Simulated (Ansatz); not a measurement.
Ansatz (a first-principles code) input (B3LYP-D3(BJ)/def2-TZVP):

Ansatz 0.2 input:
```yaml
crystal:
  periodic: [false, false, false]
  atoms:
    - {symbol: Si, position_ang: [1.35680689, -0.75113181, -0.09393638]}
    - {symbol: F, position_ang: [2.17002228, 0.32339090, 0.78860457]}
    - {symbol: N, position_ang: [-0.11598391, -0.04541971, -0.63226247]}
    - {symbol: Si, position_ang: [-1.36589836, 0.69186849, 0.32328119]}
    - {symbol: H, position_ang: [1.11051481, -1.84375734, 0.83061518]}
    - {symbol: H, position_ang: [2.18745394, -1.03033609, -1.25155968]}
    - {symbol: H, position_ang: [-0.21093630, 0.06614223, -1.62703818]}
    - {symbol: H, position_ang: [-2.47709492, 0.89645489, -0.60751826]}
    - {symbol: H, position_ang: [-0.92005128, 1.96733629, 0.88895489]}
    - {symbol: H, position_ang: [-1.70998939, -0.24443768, 1.39271522]}
basis:
  gaussian:
    orbitals: def2-TZVP
hamiltonian:
  xc: b3lyp
  dispersion: d3bj
relax: {f_tol: 0.002, max_steps: 150}
```

Output:

```
Functional definition: B3LYP
integrals: 0.09 GiB planned
1097 factors; their error is unknown
mean field: 0.79 GiB planned
mean field evaluation 1: about -20058.0685 eV, gradient 7.0e1 eV
mean field evaluation 2: about -20040.7222 eV, gradient 1.1e2 eV
mean field evaluation 4: about -20066.5158 eV, gradient 5.8e0 eV
mean field evaluation 8: about -20066.5667 eV, gradient 1.5e-1 eV
mean field evaluation 16: about -20066.6274 eV, gradient 7.9e-5 eV
mean field -20066.62743629 eV, -737.4349566349 hartree, gradient 1.1e-5 eV, S^2 0.000000; 0 other end points of the search recorded, 0 dependent functions left out
the calculation of the forces begins
reference -20066.62771532 eV, -737.4349668894 hartree; 25, 25 occupied and 147, 147 virtual orbitals, 1097 factors
relax step   1: F+E_penalty+E_count = -20066.99846164 eV  Δ(F+E_penalty+E_count) = +0.000e0 eV  max|allowed force component| = 9.396e-1 eV/Å  Δτ_max = 0.0000 Å  (28 SCF iters, accepted)
these checks for a lower state are left out or cut short: starts, cluster_reference, orbital_swaps, neighbouring_geometries, increment
integrals: 0.09 GiB planned
1097 factors; their error is unknown
mean field: 0.78 GiB planned
mean field -20066.68370938 eV, -737.4370246329 hartree, gradient 7.5e-6 eV, S^2 0.000000; 0 other end points of the search recorded, 0 dependent functions left out
the calculation of the forces begins
reference -20066.68398941 eV, -737.4370349237 hartree; 25, 25 occupied and 147, 147 virtual orbitals, 1097 factors
relax step   2: F+E_penalty+E_count = -20067.05169028 eV  Δ(F+E_penalty+E_count) = -5.323e-2 eV  max|allowed force component| = 2.945e-1 eV/Å  Δτ_max = 0.0672 Å  (31 SCF iters, accepted)
these checks for a lower state are left out or cut short: starts, cluster_reference, orbital_swaps, neighbouring_geometries, increment
integrals: 0.09 GiB planned
1097 factors; their error is unknown
mean field: 0.78 GiB planned
mean field evaluation 32: about -20066.6924 eV, gradient 7.5e-6 eV
mean field -20066.69238761 eV, -737.4373435521 hartree, gradient 7.5e-6 eV, S^2 0.000000; 0 other end points of the search recorded, 0 dependent functions left out
the calculation of the forces begins
reference -20066.69266807 eV, -737.4373538589 hartree; 25, 25 occupied and 147, 147 virtual orbitals, 1097 factors
relax step   3: F+E_penalty+E_count = -20067.06003297 eV  Δ(F+E_penalty+E_count) = -8.343e-3 eV  max|allowed force component| = 6.996e-2 eV/Å  Δτ_max = 0.0543 Å  (31 SCF iters, accepted)
these checks for a lower state are left out or cut short: starts, cluster_reference, orbital_swaps, neighbouring_geometries, increment
integrals: 0.09 GiB planned
1097 factors; their error is unknown
mean field: 0.78 GiB planned
mean field -20066.71465020 eV, -737.4381616872 hartree, gradient 1.3e-5 eV, S^2 0.000000; 0 other end points of the search recorded, 0 dependent functions left out
the calculation of the forces begins
reference -20066.71492891 eV, -737.4381719295 hartree; 25, 25 occupied and 147, 147 virtual orbitals, 1097 factors
relax step   4: F+E_penalty+E_count = -20067.08214129 eV  Δ(F+E_penalty+E_count) = -2.211e-2 eV  max|allowed force component| = 1.454e-1 eV/Å  Δτ_max = 0.2000 Å  (29 SCF iters, accepted)
these checks for a lower state are left out or cut short: starts, cluster_reference, orbital_swaps, neighbouring_geometries, increment
integrals: 0.09 GiB planned
1097 factors; their error is unknown
mean field: 0.78 GiB planned
mean field -20066.72427817 eV, -737.4385155083 hartree, gradient 2.4e-5 eV, S^2 0.000000; 0 other end points of the search recorded, 0 dependent functions left out
the calculation of the forces begins
reference -20066.72455524 eV, -737.4385256908 hartree; 25, 25 occupied and 147, 147 virtual orbitals, 1097 factors
relax step   5: F+E_penalty+E_count = -20067.09198941 eV  Δ(F+E_penalty+E_count) = -9.848e-3 eV  max|allowed force component| = 4.083e-1 eV/Å  Δτ_max = 0.1941 Å  (28 SCF iters, accepted)
these checks for a lower state are left out or cut short: starts, cluster_reference, orbital_swaps, neighbouring_geometries, increment
integrals: 0.09 GiB planned
1097 factors; their error is unknown
mean field: 0.78 GiB planned
mean field -20066.73024038 eV, -737.4387346157 hartree, gradient 7.2e-6 eV, S^2 0.000000; 0 other end points of the search recorded, 0 dependent functions left out
the calculation of the forces begins
reference -20066.73051743 eV, -737.4387447971 hartree; 25, 25 occupied and 147, 147 virtual orbitals, 1097 factors
relax step   6: F+E_penalty+E_count = -20067.09847178 eV  Δ(F+E_penalty+E_count) = -6.482e-3 eV  max|allowed force component| = 2.635e-1 eV/Å  Δτ_max = 0.0375 Å  (31 SCF iters, accepted)
these checks for a lower state are left out or cut short: starts, cluster_reference, orbital_swaps, neighbouring_geometries, increment
integrals: 0.09 GiB planned
1097 factors; their error is unknown
mean field: 0.78 GiB planned
mean field -20066.73654502 eV, -737.4389663070 hartree, gradient 7.7e-6 eV, S^2 0.000000; 0 other end points of the search recorded, 0 dependent functions left out
the calculation of the forces begins
reference -20066.73682150 eV, -737.4389764672 hartree; 25, 25 occupied and 147, 147 virtual orbitals, 1097 factors
relax step   7: F+E_penalty+E_count = -20067.10462557 eV  Δ(F+E_penalty+E_count) = -6.154e-3 eV  max|allowed force component| = 5.731e-2 eV/Å  Δτ_max = 0.0949 Å  (30 SCF iters, accepted)
these checks for a lower state are left out or cut short: starts, cluster_reference, orbital_swaps, neighbouring_geometries, increment
integrals: 0.09 GiB planned
1097 factors; their error is unknown
mean field: 0.78 GiB planned
mean field evaluation 64: about -20066.7375 eV, gradient 3.7e-5 eV
mean field -20066.73753691 eV, -737.4390027583 hartree, gradient 7.1e-6 eV, S^2 0.000000; 0 other end points of the search recorded, 0 dependent functions left out
the calculation of the forces begins
reference -20066.73781336 eV, -737.4390129177 hartree; 25, 25 occupied and 147, 147 virtual orbitals, 1097 factors
relax step   8: F+E_penalty+E_count = -20067.10647790 eV  Δ(F+E_penalty+E_count) = -1.852e-3 eV  max|allowed force component| = 2.637e-2 eV/Å  Δτ_max = 0.0658 Å  (29 SCF iters, accepted)
these checks for a lower state are left out or cut short: starts, cluster_reference, orbital_swaps, neighbouring_geometries, increment
integrals: 0.09 GiB planned
1097 factors; their error is unknown
mean field: 0.78 GiB planned
mean field -20066.73843662 eV, -737.4390358221 hartree, gradient 7.3e-6 eV, S^2 0.000000; 0 other end points of the search recorded, 0 dependent functions left out
the calculation of the forces begins
reference -20066.73871327 eV, -737.4390459888 hartree; 25, 25 occupied and 147, 147 virtual orbitals, 1097 factors
relax step   9: F+E_penalty+E_count = -20067.10723057 eV  Δ(F+E_penalty+E_count) = -7.527e-4 eV  max|allowed force component| = 4.972e-2 eV/Å  Δτ_max = 0.0892 Å  (30 SCF iters, accepted)
these checks for a lower state are left out or cut short: starts, cluster_reference, orbital_swaps, neighbouring_geometries, increment
integrals: 0.09 GiB planned
1097 factors; their error is unknown
mean field: 0.78 GiB planned
mean field -20066.73884490 eV, -737.4390508261 hartree, gradient 6.9e-6 eV, S^2 0.000000; 0 other end points of the search recorded, 0 dependent functions left out
the calculation of the forces begins
reference -20066.73912156 eV, -737.4390609931 hartree; 25, 25 occupied and 147, 147 virtual orbitals, 1097 factors
relax step  10: F+E_penalty+E_count = -20067.10752743 eV  Δ(F+E_penalty+E_count) = -2.969e-4 eV  max|allowed force component| = 3.100e-2 eV/Å  Δτ_max = 0.0140 Å  (31 SCF iters, accepted)
these checks for a lower state are left out or cut short: starts, cluster_reference, orbital_swaps, neighbouring_geometries, increment
integrals: 0.09 GiB planned
1097 factors; their error is unknown
mean field: 0.78 GiB planned
mean field -20066.73908664 eV, -737.4390597098 hartree, gradient 7.0e-6 eV, S^2 0.000000; 0 other end points of the search recorded, 0 dependent functions left out
the calculation of the forces begins
reference -20066.73936327 eV, -737.4390698756 hartree; 25, 25 occupied and 147, 147 virtual orbitals, 1097 factors
relax step  11: F+E_penalty+E_count = -20067.10768935 eV  Δ(F+E_penalty+E_count) = -1.619e-4 eV  max|allowed force component| = 6.837e-3 eV/Å  Δτ_max = 0.0103 Å  (32 SCF iters, accepted)
these checks for a lower state are left out or cut short: starts, cluster_reference, orbital_swaps, neighbouring_geometries, increment
integrals: 0.09 GiB planned
1097 factors; their error is unknown
mean field: 0.78 GiB planned
mean field -20066.73911924 eV, -737.4390609077 hartree, gradient 7.0e-6 eV, S^2 0.000000; 0 other end points of the search recorded, 0 dependent functions left out
the calculation of the forces begins
reference -20066.73939589 eV, -737.4390710745 hartree; 25, 25 occupied and 147, 147 virtual orbitals, 1097 factors
relax step  12: F+E_penalty+E_count = -20067.10770073 eV  Δ(F+E_penalty+E_count) = -1.138e-5 eV  max|allowed force component| = 1.215e-2 eV/Å  Δτ_max = 0.0069 Å  (32 SCF iters, accepted)
these checks for a lower state are left out or cut short: starts, cluster_reference, orbital_swaps, neighbouring_geometries, increment
integrals: 0.09 GiB planned
1097 factors; their error is unknown
mean field: 0.78 GiB planned
mean field evaluation 96: about -20066.6763 eV, gradient 3.9e-1 eV
mean field -20066.73912149 eV, -737.4390609905 hartree, gradient 7.0e-6 eV, S^2 0.000000; 0 other end points of the search recorded, 0 dependent functions left out
the calculation of the forces begins
reference -20066.73939812 eV, -737.4390711565 hartree; 25, 25 occupied and 147, 147 virtual orbitals, 1097 factors
relax step  13: F+E_penalty+E_count = -20067.10771866 eV  Δ(F+E_penalty+E_count) = -1.793e-5 eV  max|allowed force component| = 5.389e-3 eV/Å  Δτ_max = 0.0086 Å  (32 SCF iters, accepted)
these checks for a lower state are left out or cut short: starts, cluster_reference, orbital_swaps, neighbouring_geometries, increment
integrals: 0.09 GiB planned
1097 factors; their error is unknown
mean field: 0.78 GiB planned
mean field -20066.73911124 eV, -737.4390606139 hartree, gradient 1.8e-5 eV, S^2 0.000000; 0 other end points of the search recorded, 0 dependent functions left out
the calculation of the forces begins
reference -20066.73938786 eV, -737.4390707793 hartree; 25, 25 occupied and 147, 147 virtual orbitals, 1097 factors
relax step  14: F+E_penalty+E_count = -20067.10772209 eV  Δ(F+E_penalty+E_count) = -3.436e-6 eV  max|allowed force component| = 1.741e-3 eV/Å  Δτ_max = 0.0052 Å  (23 SCF iters, accepted)
integrals: 0.09 GiB planned
1097 factors; their error is unknown
mean field: 0.78 GiB planned
mean field evaluation 128: about -20066.7391 eV, gradient 9.7e-6 eV
mean field -20066.73911124 eV, -737.4390606139 hartree, gradient 1.9e-5 eV, S^2 0.000000; 1 other end points of the search recorded, 0 dependent functions left out
the calculation of the forces begins
reference -20066.73938786 eV, -737.4390707793 hartree; 25, 25 occupied and 147, 147 virtual orbitals, 1097 factors
Total energy: -20067.10799871 eV, -737.4526169781 hartree
Atom 0 at     1.334425    -0.775601    -0.101973 Å, force     0.000226     0.000027     0.000504 eV/Å
Atom 1 at     2.469998     0.035078     0.697748 Å, force     0.000282    -0.000437     0.000382 eV/Å
Atom 2 at     0.038264     0.224926    -0.593386 Å, force    -0.001741     0.000219    -0.001070 eV/Å
Atom 3 at    -1.393564     0.658775     0.290514 Å, force     0.001243     0.000991     0.001114 eV/Å
Atom 4 at     0.823708    -1.798660     0.826185 Å, force    -0.000142     0.000252    -0.000018 eV/Å
Atom 5 at     1.998534    -1.334941    -1.294507 Å, force    -0.000103     0.000558     0.000082 eV/Å
Atom 6 at     0.170039     0.702097    -1.475995 Å, force     0.000331    -0.000337    -0.000476 eV/Å
Atom 7 at    -2.611602     0.364087    -0.500892 Å, force     0.000427    -0.000482     0.000639 eV/Å
Atom 8 at    -1.415510     2.100630     0.633879 Å, force     0.000039    -0.000013    -0.000547 eV/Å
Atom 9 at    -1.389449    -0.146281     1.530283 Å, force    -0.000563    -0.000778    -0.000610 eV/Å
Dipole moment:    -0.225715     0.003577    -0.290938 e Å
```
